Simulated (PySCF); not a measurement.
**Sb: interval between two levels**

Sb [Kr] 4d10 5s2 5p3 [4S3/2, M_J = 3/2] → Sb [Kr] 4d10 5s1 5p4 [4P5/2, M_J = 5/2], as a difference of total energies. All numbers are calculated (PySCF 2.14, the two-component X2C-1e Hamiltonian, in x2c-TZVPall-2c with one added diffuse shell each of s, p, d, f type (9s10p6d3f, 90 functions)). Correlated levels: [Ar] 3d10 frozen; the 6 highest virtual spinors dropped. "Screened" scales the spin-orbit matrix elements by Boettger's factors to mimic the two-electron term; Breit and QED terms are absent.

| method | interval between two levels (cm⁻¹) |
| --- | --- |
| GHF (spin-free) | 60195 |
| GMP2 (spin-free) | 64077 |
| GHF (screened spin-orbit) | 59080 |
| GMP2 (screened spin-orbit) | 62672 |

The labels give the starting determinants; with spin-orbit coupling the two ends relaxed to ⟨J²⟩ = 3.75, ⟨L²⟩ = 0.07, ⟨S²⟩ = 3.71 and ⟨J²⟩ = 8.81, ⟨L²⟩ = 2.06, ⟨S²⟩ = 3.79.
